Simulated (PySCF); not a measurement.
Species: C₆H₈Si₂.
Numbering: `[CH:1]#[C:2][C:3]1=[CH:4][SiH2:5][CH:6]=[CH:7][SiH2:8]1` (hydrogens: H9 on C1; H10 on C4; H11, H12 on Si5; H13 on C6; H14 on C7; H15, H16 on Si8)

Computed by this run: PBE0-D3(BJ)/def2-SVP geometry optimisation, gas phase in PySCF; density fitting, grid level 1; the optimiser is geomeTRIC in internal coordinates, started from a GFN2-xTB structure with every atom displaced at random (about 0.01 Å).

Step 0: E = -22080.9428 eV
```
atom  x, y, z in Å  |  force x, y, z in eV/Å
C1      3.5800   -0.5326    0.7184   -3.716   0.455  -0.714
C2      2.3758   -0.4140    0.4910    1.940  -0.106   0.349
C3      0.9831   -0.2717    0.2197    2.228   1.995  -0.093
C4      0.2153   -1.3238    0.3304   -3.334  -1.740  -0.140
Si5    -1.6678   -1.3126    0.0066    0.818   1.034   0.355
C6     -2.2152    0.4375   -0.4525   -0.578  -0.913   0.040
C7     -1.3936    1.4827   -0.5639    0.410   0.654  -0.055
Si8     0.4690    1.4784   -0.2798   -1.005  -0.573   0.448
H9      4.5844   -0.5971    0.9275    2.101  -0.189   0.410
H10     0.6140   -2.2811    0.6381    0.485  -0.434   0.150
H11    -1.9973   -2.2276   -1.0784   -0.191  -0.540  -0.498
H12    -2.3746   -1.7331    1.2377   -0.165  -0.186   0.205
H13    -3.3010    0.5755   -0.6505    0.388   0.039   0.074
H14    -1.8430    2.4479   -0.8377    0.017   0.087  -0.033
H15     1.1579    1.8425   -1.5066    0.442   0.274  -0.596
H16     0.7955    2.4269    0.8115    0.160   0.144   0.099
```

Step 1: E = -22081.1676 eV
```
atom  x, y, z in Å  |  force x, y, z in eV/Å
C1      3.5853   -0.3631    0.6986    0.511  -0.195   0.150
C2      2.3924   -0.4538    0.4933   -0.243   0.196  -0.029
C3      0.9968   -0.3458    0.2296   -0.023  -0.217   0.003
C4      0.1453   -1.3988    0.3288   -0.329   0.238  -0.077
Si5    -1.7090   -1.3023    0.0040    0.257   0.194   0.052
C6     -2.2144    0.4494   -0.4482    0.018  -0.137  -0.017
C7     -1.3682    1.4901   -0.5560    0.025  -0.022   0.040
Si8     0.4808    1.4066   -0.2651   -0.198  -0.102   0.017
H9      4.6438   -0.3683    0.9128   -0.213   0.046  -0.080
H10     0.5509   -2.3720    0.6345    0.098  -0.016  -0.010
H11    -2.0775   -2.2335   -1.1041   -0.034  -0.072  -0.010
H12    -2.4453   -1.7316    1.2323   -0.040  -0.064   0.003
H13    -3.2838    0.6241   -0.6451    0.032  -0.001   0.020
H14    -1.7868    2.4704   -0.8257    0.001   0.032  -0.023
H15     1.2108    1.7812   -1.5091    0.072   0.071  -0.030
H16     0.8612    2.3451    0.8307    0.065   0.048  -0.009
```

Step 2: E = -22081.1803 eV
```
atom  x, y, z in Å  |  force x, y, z in eV/Å
C1      3.5885   -0.3973    0.7070   -0.091  -0.173   0.023
C2      2.3904   -0.4482    0.4991    0.081   0.179   0.000
C3      0.9953   -0.3271    0.2303    0.083  -0.028   0.005
C4      0.1406   -1.3744    0.3275   -0.071  -0.018   0.002
Si5    -1.7013   -1.3010    0.0080    0.051   0.079   0.006
C6     -2.2142    0.4413   -0.4492   -0.003  -0.020  -0.014
C7     -1.3764    1.4898   -0.5576    0.003  -0.016   0.017
Si8     0.4728    1.4227   -0.2671   -0.083  -0.048   0.004
H9      4.6431   -0.4260    0.9120   -0.005   0.040  -0.023
H10     0.5621   -2.3441    0.6276    0.027  -0.008  -0.003
H11    -2.0628   -2.2456   -1.0956   -0.015  -0.022   0.013
H12    -2.4378   -1.7457    1.2336   -0.013  -0.023  -0.015
H13    -3.2838    0.6087   -0.6449   -0.003   0.014   0.001
H14    -1.8016    2.4668   -0.8331    0.004  -0.005  -0.006
H15     1.2087    1.8087   -1.5092    0.014   0.030   0.010
H16     0.8588    2.3692    0.8231    0.022   0.018  -0.020
```

Step 3: E = -22081.1849 eV
```
atom  x, y, z in Å  |  force x, y, z in eV/Å
C1      3.5901   -0.4334    0.7120   -0.109  -0.110   0.001
C2      2.3917   -0.4398    0.5038    0.048   0.131  -0.019
C3      0.9981   -0.3089    0.2339    0.067   0.015   0.007
C4      0.1456   -1.3580    0.3313    0.028  -0.060   0.017
Si5    -1.6924   -1.2973    0.0106   -0.052  -0.026  -0.010
C6     -2.2191    0.4366   -0.4530    0.003   0.001   0.004
C7     -1.3852    1.4882   -0.5590   -0.015   0.021  -0.008
Si8     0.4631    1.4367   -0.2666    0.003  -0.022   0.002
H9      4.6440   -0.4836    0.9069    0.056   0.029   0.004
H10     0.5786   -2.3248    0.6284   -0.022   0.007  -0.003
H11    -2.0475   -2.2540   -1.0866    0.002   0.005   0.009
H12    -2.4316   -1.7540    1.2309    0.002   0.004  -0.005
H13    -3.2889    0.5998   -0.6507    0.002   0.006  -0.005
H14    -1.8144    2.4619   -0.8403    0.007  -0.001   0.002
H15     1.2007    1.8352   -1.5055   -0.012   0.000   0.011
H16     0.8496    2.3933    0.8156   -0.007   0.000  -0.007
```

Q: Estimate the geometry and energy of step 4. (The exact step hangs on the optimiser's Hessian estimate; all steps are aligned on step 3, rigid shifts and turns removed.)

A: E = -22081.1865 eV, largest force 0.075 eV/Å
```
atom  x, y, z in Å  |  force x, y, z in eV/Å
C1      3.5934   -0.4541    0.7127   -0.047  -0.053  -0.003
C2      2.3958   -0.4305    0.5048    0.004   0.045  -0.015
C3      1.0020   -0.3000    0.2372   -0.007   0.015  -0.002
C4      0.1491   -1.3505    0.3349    0.070  -0.022   0.016
Si5    -1.6897   -1.2968    0.0118   -0.040  -0.037  -0.008
C6     -2.2205    0.4342   -0.4562   -0.011   0.024   0.002
C7     -1.3903    1.4889   -0.5604    0.001   0.001  -0.004
Si8     0.4571    1.4421   -0.2643    0.031   0.010  -0.001
H9      4.6487   -0.5128    0.9012    0.029   0.020   0.006
H10     0.5842   -2.3163    0.6314   -0.021  -0.001   0.000
H11    -2.0406   -2.2593   -1.0817    0.009   0.013   0.001
H12    -2.4316   -1.7569    1.2292    0.009   0.014   0.003
H13    -3.2898    0.5955   -0.6574   -0.007  -0.004  -0.005
H14    -1.8201    2.4616   -0.8445    0.002  -0.006   0.004
H15     1.1941    1.8479   -1.5010   -0.011  -0.011   0.000
H16     0.8405    2.4045    0.8137   -0.013  -0.006   0.006
```

The energy changes by -0.0016 eV. The first-order estimate −F·Δx gives -0.0027 eV and the mean of the old and new forces, exact on a quadratic surface, -0.0017 eV. The step makes an angle of 78° with the force vector and moves no atom by more than 0.030 Å.

The cost below is that of the whole optimisation. On one thread of an Intel Xeon Platinum 8488C, shared host with 192 logical CPUs at a one-minute load of 33, this took 76 s and 0.66 GiB of memory at its peak.
